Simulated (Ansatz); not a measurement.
Ideal-gas functions of `C[N]=[Ta]([F])([F])[F]` at 298.15 K and 1 bar, from an Ansatz frequency run at PBE0-D4/def2-TZVP.

Molar mass 266.98 g/mol, point group C3v (symmetry number 3), electronic degeneracy 1, moments of inertia 186.041, 307.568, 307.582 u Å². Harmonic wavenumbers (cm⁻¹, unscaled): 48, 121, 121, 169, 169, 195, 319, 319, 628, 669, 669, 674, 1113, 1113, 1401, 1448, 1476, 1476, 3021, 3090, 3090.

Use S(trans) = R[1.5 ln M + 2.5 ln T − 1.1517]; rotational temperatures θ = 24.2544 K / I; S(rot) = R[ln(√π/σ · √(T³/θAθBθC)) + 1.5]; for each mode x = 1.438777 ν̃/T, S = R[x/(eˣ − 1) − ln(1 − e⁻ˣ)] and H = RT x/(eˣ − 1); 1 cm⁻¹ = 0.0119627 kJ/mol; R = 8.31446 J/(mol·K).

Task: By hand: the entropy, in J/(mol·K).

Result: Translation 178.5. Rotation: θ = 0.1304, 0.0789, 0.0789 K, giving 108.7. Vibration, mode by mode: 20.49, 12.90, 12.90, 10.24, 10.24, 9.12, 5.50, 5.50, 1.69, 1.44, 1.44, 1.42, 0.25, 0.25, 0.07, 0.06, 0.05, 0.05, 0.00, 0.00, 0.00, in all 93.6. Electronic 0.0. Sum 380.8 J/(mol·K).

Task: By hand: H − E and G − E in kJ/mol, counted from the electronic energy.

Result: Zero-point energy ½ × 21329 × 0.0119627 = 127.6; thermal vibration 14.2; translation, rotation and pV give 4 RT = 9.9. H − E = 151.7 kJ/mol, and G − E = 151.7 − 298.15 × 380.8/1000 = 38.2 kJ/mol.

Vibration gives 25 % of the entropy, 46.3 J/(mol·K) of it from the modes under 150 cm⁻¹: soft modes count most, and the harmonic formula is weakest for them.
